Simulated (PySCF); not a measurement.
# Ions at one geometry of [LaCl2]+

PySCF 2.14.0, RKS PBE0, La def2-SVP with ECP46, Cl def2-SVP; non-relativistic Hamiltonian with scalar-relativistic core potentials where named; density fitting; no spin-orbit coupling; singlets restricted, open shells unrestricted. The geometry is relaxed for charge +1, singlet, vacuum:

```xyz
3

La    0.0000    0.0000   -0.6115
Cl    2.0309    0.0000    0.8578
Cl   -2.0309    0.0000    0.8578
```

Energies count from the relaxed state; an electron taken off or put on is at rest in vacuum. Charges and spins are Mulliken's.

| state | energy (eV) | spin squared | charge on La1 (e) | spin on La1 (e) | dipole about the centre of mass (D) |
| --- | --- | --- | --- | --- | --- |
| charge +1, singlet, vacuum | 0.00 | 0.00 | 1.31 | 0.00 | 7.23 |
| charge 0, doublet, vacuum | -5.98 | 0.75 | 0.55 | 1.04 | 5.43 |

Task: What does the state charge +2, doublet, vacuum give?

Result: energy (eV) 15.60, spin squared 0.77, charge on La1 (e) 1.62, spin on La1 (e) -0.11, dipole about the centre of mass (D) 4.28.

With an electron taken off (doublet) the charges change, summed by element, by La +0.31 e, Cl +0.69 e. The vertical ionisation energy is 15.60 eV, against −ε(HOMO) = 13.40 eV of the relaxed state. The level lies 2.2 eV too high, as is usual for semilocal functionals and global hybrids, which keep a self-interaction error.

With an electron put on (doublet) the charges change, summed by element, by La -0.76 e, Cl -0.24 e. The vertical electron affinity is 5.98 eV, against −ε(LUMO) = 7.58 eV of the relaxed state.

Open shells may have lower solutions than those found.
